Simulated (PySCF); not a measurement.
# Excitation energy of Br²⁺ by level of theory

Br²⁺ [Ar] 3d10 4s2 4p3 (4S) → Br²⁺ [Ar] 3d10 4s1 4p3 4d1 (6D), as a difference of total energies. Computed with PySCF 2.14 in aug-cc-pwCVDZ-PP with ECP10MDF (6s5p4d1f, 48 functions), with scalar relativity through the core potential. Correlated levels: valence and next inner shell: nothing frozen outside the core potential. The calculations carry no spin-orbit coupling.

```
                                method  excitation energy (cm⁻¹)
                                   UHF                    199260
    MP2 (valence and next inner shell)                    216410
SCS-MP2 (valence and next inner shell)                    216870
   CCSD (valence and next inner shell)                    216360
CCSD(T) (valence and next inner shell)                    216830
```

The promoted electron is Rydberg-like, and one or two diffuse shells describe it only roughly, which tends to raise the upper state.
